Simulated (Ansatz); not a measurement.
Species: CH3Se2, charge 0, doublet. CH3Se2 (SMILES C[Se][Se], doublet).
B3LYP-D3(BJ)/def2-TZVP minimum from Ansatz (an electronic-structure program):
```
C
H 1 1.0861
H 1 1.0861 2 110.76
H 1 1.0892 2 110.73 3 123.24
Se 1 1.9722 2 108.72 3 -119.39
Se 5 2.2540 1 102.79 2 60.33
```
Charge 0, spin multiplicity 2.

Total energies in hartree (Ansatz). Open shells are spin-unrestricted; no spin-orbit coupling. Correlated methods leave the cores frozen (noble-gas shells, and filled d and f shells in the p block). No relativity. Where a partner has so few electrons that a lower coupled-cluster level is exact, that level stands in.

| species | HF/cc-pVTZ | CCSD(T)/cc-pVTZ | HF/cc-pVQZ | CCSD(T)/cc-pVQZ | CCSD(T)/cc-pVDZ | CCSDT(Q)/cc-pVDZ |
|---|---|---|---|---|---|---|
| 1: CH3Se2 (SMILES C[Se][Se], doublet) | -4839.41741 | -4839.94307 | -4839.42652 | -4839.98885 | -4839.65875 | -4839.66095 |
| 2: Se (triplet) | -2399.87209 | -2399.99441 | -2399.87500 | -2400.00700 | -2399.88510 | -2399.88538 |
| 3: C (triplet) | -37.69157 | -37.78076 | -37.69331 | -37.78654 | -37.76038 | -37.76071 |
| 4: H (doublet) | -0.49981 | -0.49981 | -0.49995 | -0.49995 | -0.49928 | -0.49928 |

Work out the atomisation energy (electronic, to ground-state atoms) in kcal/mol: take Hartree-Fock from cc-pVQZ, extrapolate the CCSD(T) correlation energy as X^-3 (X = 3, 4), and add CCSDT(Q) - CCSD(T) in cc-pVDZ. 1 hartree = 627.51 kcal/mol.


Species 1: correlation (64·(-0.56233) - 27·(-0.52566))/37 = -0.58909; step -0.00220; E1 = -4839.42652 + (-0.58909) + (-0.00220) = -4840.01781
Species 2: correlation (64·(-0.13200) - 27·(-0.12232))/37 = -0.13906; step -0.00028; E2 = -2399.87500 + (-0.13906) + (-0.00028) = -2400.01434
Species 3: correlation (64·(-0.09323) - 27·(-0.08919))/37 = -0.09618; step -0.00033; E3 = -37.69331 + (-0.09618) + (-0.00033) = -37.78982
Species 4: correlation (64·(0.00000) - 27·(0.00000))/37 = 0.00000; step +0.00000; E4 = -0.49995 + (0.00000) + (+0.00000) = -0.49995
-1·E1 +2·E2 +1·E3 +3·E4 = 0.69946 hartree = 438.9 kcal/mol.
